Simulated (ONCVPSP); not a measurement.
u(r) = r·R(r): atom against pseudo-atom (N)

Columns: radius, all-electron u(r) and pseudo u(r) of the 2s shell (level -18.70 eV) of nitrogen in the configuration [He] 2s1.75 2p3.25; PBE, scalar-relativistic, ONCV scheme, ONCVPSP 4.0.1.

```csv
r (bohr),all-electron,pseudo
0.123,-0.3876,0.0717
0.245,-0.1912,0.1737
0.368,0.1311,0.3185
0.490,0.4212,0.4890
0.613,0.6413,0.6549
0.735,0.7850,0.7853
0.858,0.8650,0.8650
0.980,0.8943,0.8943
1.103,0.8875,0.8874
1.225,0.8562,0.8561
1.348,0.8089,0.8088
1.470,0.7530,0.7530
1.593,0.6925,0.6925
1.715,0.6315,0.6315
1.838,0.5713,0.5713
1.960,0.5143,0.5143
2.083,0.4604,0.4604
2.205,0.4109,0.4109
2.328,0.3652,0.3652
2.450,0.3240,0.3240
2.573,0.2866,0.2866
2.695,0.2532,0.2532
2.818,0.2232,0.2232
2.940,0.1966,0.1966
3.063,0.1728,0.1728
3.185,0.1519,0.1519
```

How many radial nodes do the two functions have?

The all-electron 2s function has n − l − 1 = 1; the pseudo-wave has 0, since the states of the same l below it are removed with the core.

At about which radius was the pseudo-wave matched?

0.80 bohr, where the columns begin to agree (steps of 0.12 bohr).

Is the pseudo-wave norm-conserving?

Yes: the ONCV scheme keeps the norm inside the radius equal to the all-electron one, which fixes the energy derivative of the logarithmic derivative at the level.
